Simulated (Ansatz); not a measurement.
`[CH3][W]([NH2])(=[S])=[S]` and `[CH3][Mo]([NH2])(=[S])=[S]` differ in one element.

Ansatz, PBE0-D4/def2-TZVP geometries, multiplicity 1. Each molecule was computed in one conformer, which needn't be the lowest.

Elements past krypton have def2 core potentials.

```tsv
property	`[CH3][W]([NH2])(=[S])=[S]`
LUMO energy (PBE/def2-TZVPP) / eV	-3.11
ideal-gas entropy at 298 K and 1 bar (rigid rotor, harmonic PBE0-D4/def2-TZVP) / J/(mol·K)	376
HOMO energy (PBE/def2-TZVPP) / eV	-6.00
HOMO energy (PBE0/def2-TZVPP) / eV	-7.10
HOMO–LUMO gap (PBE0/def2-TZVPP) / eV	4.70
HOMO energy (B3LYP/def2-TZVPP) / eV	-6.86
```

Task: What does the change do to each property? (Estimate.)

Result: Ansatz gave: 
| property | `[CH3][Mo]([NH2])(=[S])=[S]` | shift |
| --- | --- | --- |
| LUMO energy (PBE/def2-TZVPP) / eV | -3.49 | -0.38 |
| ideal-gas entropy at 298 K and 1 bar (rigid rotor, harmonic PBE0-D4/def2-TZVP) / J/(mol·K) | 370 | -6 |
| HOMO energy (PBE/def2-TZVPP) / eV | -6.03 | -0.03 |
| HOMO energy (PBE0/def2-TZVPP) / eV | -7.12 | -0.02 |
| HOMO–LUMO gap (PBE0/def2-TZVPP) / eV | 4.31 | -0.39 |
| HOMO energy (B3LYP/def2-TZVPP) / eV | -6.88 | -0.02 |

B3LYP here is the variant with VWN-RPA as its local correlation; programs differ in this.
